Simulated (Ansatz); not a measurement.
`C=CC12CC3CC(CC(C3)C1)C2`. Charge 0, multiplicity 1. Geometry r2SCAN-D4/def2-SVP, basis def2-TZVP, Ansatz.

```xyz
30

C     0.8917   -0.2887   -3.3650
C     0.8516   -0.9255   -2.1887
C     0.3483   -0.3892   -0.8765
C     1.4906   -0.4485    0.1697
C     0.9944    0.0317    1.5413
C    -0.1559   -0.8702    2.0144
C    -1.3083   -0.8065    1.0003
C    -1.8072    0.6417    0.8822
C    -0.6568    1.5429    0.4075
C     0.4948    1.4795    1.4228
C    -0.1593    1.0610   -0.9638
C    -0.8109   -1.2859   -0.3713
H     1.2811   -0.7831   -4.2597
H     0.5417    0.7411   -3.4840
H     1.2180   -1.9621   -2.1377
H     2.3320    0.1780   -0.1771
H     1.8694   -1.4848    0.2419
H     1.8268   -0.0167    2.2661
H    -0.5084   -0.5446    3.0096
H     0.1980   -1.9115    2.1219
H    -2.1347   -1.4587    1.3352
H    -2.6498    0.6956    0.1695
H    -2.1867    0.9933    1.8585
H    -1.0147    2.5842    0.3181
H     0.1529    1.8449    2.4080
H     1.3201    2.1404    1.1017
H     0.6543    1.7169   -1.3231
H    -0.9758    1.1231   -1.7060
H    -1.6334   -1.2645   -1.1087
H    -0.4635   -2.3338   -0.3068
```

```tsv
run	HOMO (eV)	LUMO (eV)
A	-7.32	0.55
B	-6.27	-0.38
C	-5.92	-0.48
D	-6.07	-0.62
E	-7.18	0.43
```

Q: The runs used BLYP, PBE, PBE0, r2SCAN, r2SCAN0. Estimate which is which.

A: A r2SCAN0 (25 % exact exchange); B r2SCAN (0 % exact exchange); C BLYP (0 % exact exchange); D PBE (0 % exact exchange); E PBE0 (25 % exact exchange). Exact exchange lowers occupied and raises empty levels; among semilocal functionals meta-GGAs tend to open the gap a little, and such runs are hard to tell apart. The gap grows from 5.44 eV (BLYP) to 7.88 eV (r2SCAN0).
